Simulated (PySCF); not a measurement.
Two species compared at the same levels of theory.

First species: C8H12N2.
Structure used (GFN2-xTB), in Å, numbered top down from 1:
```
atom  x, y, z in Å
C1    -3.2133    0.2795   -1.0493
C2    -2.5124   -0.0572    0.0163
C3    -1.5387   -1.1995    0.0625
N4    -0.2578   -0.7777    0.5638
N5     0.1066   -1.0687    1.8105
C6     1.2938   -0.5185    1.9788
C7     1.7140    0.1506    0.8190
C8     2.9877    0.8929    0.5999
C9     0.6770   -0.0371   -0.0791
C10    0.5157    0.4135   -1.4852
H11   -3.1312   -0.2629   -1.9779
H12   -3.9077    1.1022   -1.0391
H13   -2.6008    0.4963    0.9413
H14   -1.9015   -1.9611    0.7598
H15   -1.4213   -1.6444   -0.9305
H16    1.8085   -0.6182    2.9141
H17    2.7878    1.9169    0.2837
H18    3.5665    0.9201    1.5198
H19    3.5876    0.4116   -0.1733
H20    0.4901   -0.4409   -2.1632
H21    1.3508    1.0500   -1.7642
H22   -0.4120    0.9720   -1.6086
```

Second species: C₈H₁₂N₂.
Z-matrix (Å and degrees, GFN2-xTB geometry), rows numbered from 1:
```
C 
C   1  1.5303
C   2  1.4998  1  110.51
C   3  1.3809  2  120.92  1    87.30
C   4  1.3988  3  118.73  2  -178.00
C   5  1.4942  4  121.83  3   179.74
N   5  1.3216  4  121.09  3    -0.30
N   7  1.2988  5  120.72  4     0.02
C   8  1.3206  7  121.88  5     0.27
C   9  1.4955  3  122.76  2    -2.43
H   1  1.0878  2  110.37  3   -59.67
H   1  1.0875  2  110.85  3    60.23
H   1  1.0872  2  110.28  3  -179.57
H   2  1.0926  1  108.93  3   119.90
H   2  1.0904  1  109.51  3  -121.81
H   4  1.0816  3  120.91  2     2.10
H   6  1.0890  5  110.37  4    58.26
H   6  1.0858  5  109.29  4   178.67
H   6  1.0891  5  110.23  4   -61.18
H  10  1.0882  9  110.89  3    57.69
H  10  1.0862  9  108.85  3   177.99
H  10  1.0894  9  110.38  3   -62.43
```

Levels: PBE0/pcSseg-1 for dipole moment, HOMO energy, LUMO energy and HOMO–LUMO gap; GFN2-xTB for rotational constant A and rotational constant C. Geometries: GFN2-xTB. Each species is one conformer at its optimised geometry, gas phase, non-relativistic unless stated. Electronic properties by PySCF.

The conformers computed, where there is a choice (atom-mapped SMILES and torsion angles):
- `[CH2:1]=[CH:2][CH2:3][n:4]1[n:5][cH:6][c:7]([CH3:8])[c:9]1[CH3:10]`: C1–C2–C3–N4 128°, C2–C3–N4–N5 104°
- `[CH3:1][CH2:2][c:3]1[cH:4][c:5]([CH3:6])[n:7][n:8][c:9]1[CH3:10]`: C1–C2–C3–C4 87°

```json
{"property": "dipole moment", "column X": "2.64 D", "column Y": "4.46 D"}
{"property": "HOMO energy", "column X": "-6.42 eV", "column Y": "-6.30 eV"}
{"property": "LUMO energy", "column X": "-0.02 eV", "column Y": "-1.06 eV"}
{"property": "HOMO–LUMO gap", "column X": "6.40 eV", "column Y": "5.24 eV"}
{"property": "rotational constant A", "column X": "2.607 GHz", "column Y": "2.085 GHz"}
{"property": "rotational constant C", "column X": "0.741 GHz", "column Y": "0.759 GHz"}
```

**Question.** Which column belongs to which species?

**Answer.** Column X is the first species and column Y the second. The first has 22 atoms and 74 electrons, the second 22 and 74.

**Question.** How does each property change from the first species to the second?

**Answer.** dipole moment +1.82 D; HOMO energy +0.12 eV; LUMO energy -1.04 eV; HOMO–LUMO gap -1.16 eV; rotational constant A -0.522 GHz; rotational constant C +0.018 GHz.

On the first: In atomic units the dipole is 1.04 e·bohr (1 au = 2.5417 D).

On the second: The dipole equals about 14.9 × 10⁻³⁰ C·m (1 D = 3.33564 × 10⁻³⁰ C·m). A dipole of 4.46 D is allowed in C1, and pure rotational transitions are dipole-allowed.
